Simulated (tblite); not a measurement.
Record of a relaxation.

Species: C₆H₁₄Si₃.
Numbering: `[CH2:1]=[CH:2][SiH2:3]/[CH:4]=[C:5](/[CH:6]=[CH2:7])[SiH2:8][SiH3:9]` (hydrogens: H10, H11 on C1; H12 on C2; H13, H14 on Si3; H15 on C4; H16 on C6; H17, H18 on C7; H19, H20 on Si8; H21, H22, H23 on Si9)

Computed with GFN2-xTB (tblite), gas phase: L-BFGS steps from a force-field or distance-geometry start until the largest atomic force falls under 0.01 eV/Å. 6 of its 190 geometries are shown.

Step 0: E = -680.9416 eV, largest atomic force 1.853 eV/Å
```
atom  x, y, z in Å  |  force x, y, z in eV/Å
C1      3.820    0.820   -0.319   -1.626   0.219   0.126
C2      2.495    0.589   -0.356    1.623   0.323   0.175
Si3     1.817   -1.013   -0.938    0.956  -1.342  -0.681
C4      0.434   -1.637    0.091   -0.455  -0.933   1.088
C5     -0.774   -1.069    0.083   -0.212  -0.235   0.049
C6     -1.872   -1.568    0.898    0.491  -0.125   0.057
C7     -3.076   -1.028    0.908   -1.117  -0.201   0.578
Si8    -1.002    0.402   -1.043   -0.797  -0.620  -0.814
Si9    -1.457    2.199    0.163   -0.129   1.570   0.975
H10     4.523    0.066   -0.648   -0.032   0.441   0.170
H11     4.108    1.796    0.050    0.647  -0.257  -0.132
H12     1.813    1.339   -0.012   -0.123   0.416   0.131
H13     1.453   -0.948   -2.351    0.106  -0.159  -0.197
H14     2.901   -2.001   -0.846    0.055  -0.081   0.010
H15     0.568   -2.502    0.767    0.151   0.390  -0.401
H16    -1.679   -2.425    1.552    0.120   0.208  -0.288
H17    -3.360   -0.175    0.316    0.035  -0.117  -0.015
H18    -3.870   -1.445    1.547    0.465   0.280  -0.404
H19    -2.204    0.094   -1.842    0.101  -0.069  -0.223
H20     0.110    0.597   -1.952   -0.147   0.177  -0.241
H21    -1.649    3.356   -0.736    0.091  -0.060   0.245
H22    -2.733    2.069    0.888    0.229   0.138   0.035
H23    -0.372    2.510    1.144   -0.431   0.037  -0.241
```

Step 38: E = -681.5153 eV, largest atomic force 0.028 eV/Å
```
atom  x, y, z in Å  |  force x, y, z in eV/Å
C1      3.847    0.864   -0.296    0.004  -0.005  -0.003
C2      2.577    0.498   -0.362    0.000   0.009   0.007
Si3     1.968   -1.196   -0.936    0.010   0.014  -0.001
C4      0.406   -1.618    0.019    0.007  -0.002   0.009
C5     -0.802   -1.029   -0.016   -0.004  -0.009  -0.021
C6     -1.844   -1.554    0.855   -0.015  -0.007  -0.010
C7     -3.092   -1.108    0.944   -0.021   0.001   0.000
Si8    -1.218    0.466   -1.107   -0.006   0.026   0.000
Si9    -1.537    2.350    0.199    0.010   0.007   0.003
H10     4.643    0.193   -0.576    0.003  -0.009   0.006
H11     4.157    1.843    0.038   -0.003  -0.009  -0.011
H12     1.824    1.220   -0.065   -0.021  -0.007  -0.008
H13     1.742   -1.191   -2.388   -0.003   0.003  -0.002
H14     2.976   -2.223   -0.631    0.005   0.019   0.012
H15     0.515   -2.458    0.703    0.009  -0.011   0.000
H16    -1.551   -2.393    1.478    0.022  -0.008  -0.006
H17    -3.459   -0.285    0.356   -0.002   0.017  -0.018
H18    -3.803   -1.563    1.612   -0.006  -0.010   0.025
H19    -2.397    0.112   -1.919    0.010  -0.006   0.008
H20    -0.133    0.656   -2.082   -0.013  -0.019   0.008
H21    -1.636    3.567   -0.612   -0.001  -0.002  -0.002
H22    -2.755    2.305    1.015    0.011   0.005  -0.010
H23    -0.432    2.573    1.137    0.004   0.002   0.013
```

Step 76: E = -681.5230 eV, largest atomic force 0.047 eV/Å
```
atom  x, y, z in Å  |  force x, y, z in eV/Å
C1      3.793    0.922   -0.279    0.008   0.007   0.006
C2      2.526    0.575   -0.435   -0.015  -0.010   0.006
Si3     1.959   -1.163   -0.901    0.029  -0.012  -0.008
C4      0.389   -1.634    0.018    0.009   0.020   0.000
C5     -0.830   -1.066   -0.018   -0.007  -0.011  -0.012
C6     -1.882   -1.638    0.809   -0.016  -0.005  -0.003
C7     -3.111   -1.156    0.958    0.017   0.009   0.017
Si8    -1.250    0.447   -1.080   -0.017   0.000  -0.033
Si9    -1.412    2.362    0.206    0.013   0.020   0.024
H10     4.594    0.209   -0.397   -0.018   0.000   0.000
H11     4.100    1.927   -0.027   -0.009   0.013   0.006
H12     1.764    1.335   -0.302    0.006  -0.002  -0.004
H13     1.772   -1.245   -2.358   -0.002  -0.008   0.011
H14     3.002   -2.121   -0.498   -0.008   0.003  -0.021
H15     0.505   -2.499    0.667   -0.019  -0.004   0.023
H16    -1.609   -2.542    1.345   -0.010   0.001   0.000
H17    -3.447   -0.260    0.463    0.005  -0.012   0.002
H18    -3.834   -1.644    1.591    0.010  -0.005   0.007
H19    -2.484    0.125   -1.825    0.038   0.021   0.018
H20    -0.211    0.575   -2.111   -0.001  -0.009  -0.026
H21    -1.374    3.570   -0.625    0.001   0.005  -0.005
H22    -2.644    2.450    0.993   -0.031  -0.008  -0.005
H23    -0.320    2.499    1.176    0.015  -0.013  -0.002
```

Step 113: E = -681.5343 eV, largest atomic force 0.031 eV/Å
```
atom  x, y, z in Å  |  force x, y, z in eV/Å
C1      3.585    1.063   -0.158    0.011  -0.006   0.005
C2      2.394    0.647   -0.556   -0.009   0.006   0.003
Si3     1.951   -1.150   -0.920    0.009  -0.002  -0.010
C4      0.380   -1.663   -0.022    0.007   0.004   0.006
C5     -0.848   -1.119   -0.079   -0.004  -0.002   0.003
C6     -1.898   -1.690    0.752   -0.006  -0.008  -0.004
C7     -3.060   -1.118    1.047    0.017  -0.004  -0.002
Si8    -1.279    0.394   -1.137   -0.014  -0.011  -0.003
Si9    -1.171    2.283    0.196   -0.018   0.014   0.003
H10     4.406    0.377   -0.017   -0.017   0.014   0.017
H11     3.802    2.102    0.045    0.015  -0.015  -0.015
H12     1.615    1.392   -0.685   -0.008  -0.024  -0.001
H13     1.793   -1.342   -2.369    0.007   0.016  -0.020
H14     3.042   -2.011   -0.438   -0.011   0.005  -0.006
H15     0.507   -2.519    0.638   -0.015  -0.002   0.005
H16    -1.676   -2.665    1.175    0.002  -0.005   0.014
H17    -3.335   -0.145    0.675   -0.002  -0.010   0.011
H18    -3.780   -1.601    1.686    0.013   0.000  -0.005
H19    -2.610    0.141   -1.723    0.021   0.023   0.003
H20    -0.373    0.425   -2.295    0.008  -0.004   0.017
H21    -0.778    3.478   -0.560    0.002  -0.008   0.006
H22    -2.463    2.600    0.818    0.014   0.017  -0.009
H23    -0.210    2.147    1.297   -0.023   0.000  -0.018
```

Step 151: E = -681.5417 eV, largest atomic force 0.047 eV/Å
```
atom  x, y, z in Å  |  force x, y, z in eV/Å
C1      3.495    1.066   -0.065    0.007  -0.002   0.000
C2      2.359    0.647   -0.598   -0.016  -0.008  -0.006
Si3     1.941   -1.149   -0.992   -0.002  -0.010   0.006
C4      0.389   -1.685   -0.074   -0.002   0.000   0.002
C5     -0.838   -1.133   -0.083   -0.001   0.010  -0.016
C6     -1.864   -1.709    0.774    0.021   0.004   0.017
C7     -3.010   -1.131    1.118    0.010   0.001   0.003
Si8    -1.286    0.388   -1.120   -0.008   0.015  -0.034
Si9    -1.143    2.309    0.161   -0.021  -0.038   0.019
H10     4.285    0.379    0.193    0.003   0.004   0.003
H11     3.693    2.108    0.138    0.008  -0.011   0.009
H12     1.605    1.389   -0.835   -0.001   0.016  -0.002
H13     1.775   -1.308   -2.445    0.000   0.007   0.006
H14     3.043   -2.008   -0.535    0.001  -0.001  -0.005
H15     0.528   -2.554    0.567   -0.003  -0.004   0.010
H16    -1.630   -2.686    1.185   -0.003  -0.014   0.007
H17    -3.296   -0.155    0.764    0.012   0.013  -0.008
H18    -3.705   -1.614    1.784    0.001  -0.013  -0.010
H19    -2.626    0.146   -1.687   -0.003   0.002   0.005
H20    -0.395    0.413   -2.291   -0.013  -0.014   0.005
H21    -0.505    3.409   -0.566   -0.002   0.024  -0.006
H22    -2.457    2.802    0.588    0.006   0.014  -0.011
H23    -0.364    2.105    1.386    0.007   0.004   0.008
```

Step 189: E = -681.5444 eV, largest atomic force 0.009 eV/Å
```
atom  x, y, z in Å  |  force x, y, z in eV/Å
C1      3.514    1.005    0.003   -0.006  -0.001   0.001
C2      2.383    0.638   -0.578    0.002   0.004   0.005
Si3     1.935   -1.133   -1.048    0.007   0.001  -0.002
C4      0.407   -1.672   -0.095    0.001   0.000   0.002
C5     -0.821   -1.124   -0.086   -0.002   0.000   0.000
C6     -1.823   -1.686    0.808   -0.004  -0.001  -0.001
C7     -2.966   -1.108    1.157    0.000  -0.001   0.001
Si8    -1.307    0.373   -1.142   -0.007   0.003  -0.004
Si9    -1.205    2.309    0.120    0.006   0.005   0.002
H10     4.282    0.289    0.249   -0.005   0.003  -0.003
H11     3.731    2.031    0.262    0.003  -0.002   0.000
H12     1.650    1.407   -0.799    0.001  -0.002   0.002
H13     1.722   -1.217   -2.500    0.000   0.000  -0.003
H14     3.039   -2.026   -0.672    0.001  -0.005   0.002
H15     0.565   -2.526    0.562    0.002  -0.003   0.003
H16    -1.574   -2.651    1.239    0.002   0.001  -0.001
H17    -3.264   -0.143    0.782    0.003   0.001   0.003
H18    -3.648   -1.580    1.845    0.000  -0.002   0.002
H19    -2.647    0.098   -1.690   -0.002  -0.001  -0.002
H20    -0.427    0.399   -2.319    0.002   0.002  -0.005
H21    -0.510    3.397   -0.576    0.000  -0.003  -0.003
H22    -2.534    2.833    0.454   -0.001   0.001   0.003
H23    -0.505    2.113    1.394   -0.003   0.001  -0.001
```

Question: Summarise the path.

Answer: The energy falls by 58.17 kJ/mol from step 0 to step 189; nine tenths of that is first reached at step 17. It falls at every step. The largest force goes from 1.853 to 0.009 eV/Å. Among the bonds Si8–Si9 changes most, from 2.211 to 2.313 Å; the atoms move by 0.526 Å rms after alignment.

The cost below is that of the whole relaxation. Time: 3.9 s of wall time. Hardware: Arm Neoverse N1, one thread, no GPU, shared host with 64 logical CPUs at a one-minute load of 61.
